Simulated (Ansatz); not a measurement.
Ansatz (a quantum-chemistry and plane-wave program) input (RI-MP2/aug-cc-pVTZ):
A basis named .json is the Basis Set Exchange file of that set.

Ansatz 0.2 input:
```yaml
crystal:
  periodic: [false, false, false]
  atoms:
    - {symbol: O, position_ang: [1.57383933, -0.87974550, 0.39246155]}
    - {symbol: C, position_ang: [0.93009534, 0.21822231, -0.01170022]}
    - {symbol: O, position_ang: [1.42571300, 1.25787969, -0.32271334]}
    - {symbol: C, position_ang: [-0.59788718, -0.04199041, -0.02492080]}
    - {symbol: F, position_ang: [-1.02633740, -0.37041169, 1.20297162]}
    - {symbol: F, position_ang: [-1.24942498, 1.04414910, -0.42568393]}
    - {symbol: F, position_ang: [-0.89263482, -1.05079124, -0.85834424]}
    - {symbol: H, position_ang: [2.52590729, -0.68898050, 0.39124938]}
basis:
  gaussian:
    orbitals: aug-cc-pVTZ
    fitting: {mean_field: def2-universal-jkfit, correlation: aug-cc-pVTZ-RIFIT.json}
total_charge: 1
magnetization: {spin_polarized: true, initial_magnetization: 1}
correlation: {method: mp2, electrons: outside_noble_gas}
```

Output:

```
Functional definition: HF
integrals: 0.64 GiB planned
553 factors; integrals over basis functions are off by at most 8.9e-1 eV
mean field: 1.42 GiB planned
mean field evaluation 1: about -14255.8279 eV, gradient 4.5e1 eV
mean field evaluation 2: about -14260.0382 eV, gradient 3.4e1 eV
mean field evaluation 4: about -14263.7401 eV, gradient 2.9e0 eV
mean field evaluation 8: about -14263.9532 eV, gradient 2.7e-1 eV
mean field evaluation 16: about -14262.8631 eV, gradient 1.1e0 eV
mean field evaluation 32: about -14262.8502 eV, gradient 2.4e-6 eV
mean field -14263.95605115 eV, -524.1907164232 hartree, gradient 2.9e-6 eV, S^2 0.768203; 6 other end points of the search recorded, 0 dependent functions left out
7 core orbitals not correlated
788 factors; their error is unknown
reference -14263.95605115 eV, -524.1907164232 hartree; 21, 20 occupied and 317, 318 virtual orbitals, 788 factors
second order -40.55408490 eV of doubles, -0.00000000 eV of singles
Total energy: -14304.51013605 eV, -525.6810515548 hartree
```

This state (charge 1, doublet) is run at the relaxed geometry of the species with charge 0 and multiplicity 1.
